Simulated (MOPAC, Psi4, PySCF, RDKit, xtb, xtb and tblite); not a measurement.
Two geometries of SMILES [SeH]Cc1cccs1, singlet, relaxed at GFN2-xTB with one dihedral held; other torsions can differ between them too.

Structure A

```
13

Se    -2.7569     0.9342    -0.7574
C     -1.7201    -0.2707     0.4680
C     -0.2721    -0.2109     0.2178
C      0.6489     0.6256     0.7742
C      1.9550     0.4189     0.2802
C      2.0114    -0.5654    -0.6513
S      0.4706    -1.2658    -0.9462
H     -2.3062     0.2826    -1.9665
H     -1.9686     0.0942     1.4655
H     -2.1262    -1.2714     0.3229
H      0.3992     1.3630     1.5163
H      2.8119     0.9806     0.6060
H      2.8634    -0.9305    -1.1894
```

Structure B

```
13

Se    -2.7468     0.9611    -0.7657
C     -1.7291    -0.2684     0.4720
C     -0.9522    -1.2772    -0.2608
C      0.3256    -1.1789    -0.7280
C      0.7584    -2.3401    -1.4032
C     -0.1962    -3.3034    -1.4487
S     -1.6462    -2.8173    -0.6662
H     -2.2889     0.3336    -1.9828
H     -1.0825     0.3859     1.0575
H     -2.4861    -0.7185     1.1136
H      0.9365    -0.3050    -0.5871
H      1.7373    -2.4499    -1.8338
H     -0.1426    -4.2767    -1.8942
```

Task: Which is lower in energy at the level DF-MP2 (frozen core)/cc-pVTZ // GFN2-xTB in Psi4 1.11, and by how much?

Result: A is lower, by 0.90 kcal/mol (dihedral H8–Se1–C2–C3: 60° in A, 0° in B).

E(B) − E(A) in kcal/mol at the other levels, on the same two geometries: GFN2-xTB (xtb and tblite) 1.11; B3LYP/def2-SVP // GFN2-xTB (Psi4) 1.00; B3LYP-D3(BJ)/def2-SVP // GFN2-xTB (Psi4) 0.92; PBE/def2-SVP // GFN2-xTB (Psi4) 0.99; PBE-D3(BJ)/def2-SVP // GFN2-xTB (Psi4) 0.93; HF/cc-pVTZ // GFN2-xTB (Psi4) 0.97; UFF // GFN2-xTB (RDKit) 1.43; PM7, restricted, heats of formation // GFN2-xTB (MOPAC) -0.28; PM3, restricted, heats of formation // GFN2-xTB (MOPAC) 0.24; GFN1-xTB // GFN2-xTB (xtb) 0.57; restricted B3LYP/6-31G*, spherical d, density fitting // GFN2-xTB (PySCF) 0.69; restricted MP2 (frozen core)/6-31G*, spherical d // GFN2-xTB (PySCF) 0.76; restricted LDA (SVWN5)/6-31G*, spherical d, density fitting // GFN2-xTB (PySCF) 0.71; restricted B3LYP/3-21G, density fitting // GFN2-xTB (PySCF) 0.93.
